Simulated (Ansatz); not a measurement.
The first iterations of a band of CH$_{5}$BF$_{2}$Si (10 atoms, charge 0, multiplicity 1).

These are results of RKS r2SCAN-D4/def2-SVP in Ansatz, not measurements.

```
movable images  : 8
climbing image  : no
spring          : 5.0 eV/Å²
optimiser       : quadratic models (default)
start path      : IDPP
force threshold : 0.05 eV/Å
iteration limit : 60
end points      : relaxed
```

First end point:

```xyz
10
Properties=species:S:1:pos:R:3
F 1.496 -1.611 -1.107
B 0.251 -1.353 -0.724
F -0.465 -2.397 -0.321
C -0.317 0.088 -0.701
Si 0.025 0.936 0.959
H -1.410 0.085 -0.843
H 0.150 0.710 -1.482
H -0.600 0.156 2.069
H -0.543 2.317 0.956
H 1.496 1.016 1.198
```

Last end point:

```xyz
10
Properties=species:S:1:pos:R:3
F 1.495 -0.393 -1.907
B 0.643 -0.948 -1.053
F 0.918 -2.192 -0.679
C -0.574 -0.172 -0.489
Si -0.110 0.792 1.075
H -1.391 -0.860 -0.215
H -0.947 0.564 -1.221
H -1.304 1.517 1.604
H 0.961 1.785 0.764
H 0.392 -0.144 2.123
```

| iteration | highest image above the first end (eV) | largest band force component (eV/Å) |
| --- | --- | --- |
| 1 | 0.144 | 0.971 |
| 2 | 0.074 | 0.324 |

Problem. Does the band converge within its limit, and where does its top end?

Solution. The forces met the threshold. It ended after 5 iterations with the highest image 0.064 eV above the first end. No image climbed, so the highest image needn't sit at the top of the path.

Run time: 2.3 min on 2 threads of Arm Neoverse V2, on a shared host, peak memory 0.15 GiB.
